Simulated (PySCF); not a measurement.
# Where the electron goes

C₅H₅NOS.
Structure used (GFN2-xTB), in Å, numbered top down from 1:
```
atom  x, y, z in Å
C1     2.7632    0.6713    0.1968
N2     2.0059   -0.2359   -0.2532
C3     0.6732   -0.2294   -0.1719
C4    -0.1602   -1.2114   -0.6329
C5    -1.5264   -0.9685   -0.4188
C6    -1.7558    0.2196    0.2134
O7    -2.9608    0.7088    0.5471
S8    -0.2979    1.0830    0.5718
H9     2.3996    1.5674    0.7052
H10    3.8269    0.5539    0.0705
H11    0.2225   -2.0916   -1.1162
H12   -2.3179   -1.6321   -0.7120
H13   -2.8766    1.5654    0.9826
```

Computed with TDDFT PBE0/def2-SVPD, vertical, gas phase, core orbitals frozen in the response in PySCF 2.14.0, density-fitted response routines.

Frontier orbitals with the atoms that hold most of them (Löwdin shares over 4%, at most four atoms; ? is withheld):

| orbital | ε (eV) | atoms |
| --- | --- | --- |
| HOMO-3 | -9.33 | O7 20%, N2 17%, S8 12%, C1 12% |
| HOMO-2 | -7.60 | N2 53%, S8 13%, C1 12%, C3 8% |
| HOMO-1 | -7.57 | S8 46%, C4 17%, C5 15%, C6 8% |
| HOMO | ? | ? |
| LUMO | -1.59 | C1 23%, N2 16%, C4 14%, C6 12% |
| LUMO+1 | -0.48 | S8 43%, O7 17%, H13 16%, C3 9% |
| LUMO+2 | 0.64 | S8 46%, C1 12%, H9 10%, C6 10% |

Task: Which atoms hold the HOMO, and with what shares?

Result: C3 (bonded to C, N and S) 20%; C6 (bonded to C, O and S) 16%; C5 (bonded to 2 C and H) 14%; C1 (bonded to N and 2 H) 13%.

Task: What is the HOMO energy, and the HOMO–LUMO gap?

Result: ε(HOMO) = -6.08 eV; the gap is 4.50 eV (0.1653 hartree).

Task: The HOMO–LUMO gap is 4.50 eV. Where does the response calculation put the lowest singlet, and from which orbitals?

Result: S1 is at 4.04 eV (f = 0.277), 0.46 eV below the gap, made of HOMO→LUMO (94%). Without the coupling terms of the response equations the lowest excitation would equal the gap.

Next come S2 at 4.32 eV (f 0.0006), HOMO-2→LUMO (53%), HOMO→LUMO+1 (42%); S3 at 4.35 eV (f 0.0014), HOMO→LUMO+1 (55%), HOMO-2→LUMO (41%); S4 at 5.07 eV (f 0.068), HOMO-1→LUMO (88%); S5 at 5.62 eV (f 0.0016), HOMO→LUMO+2 (86%), HOMO-1→LUMO+1 (8%).

One conformer stands for the species.
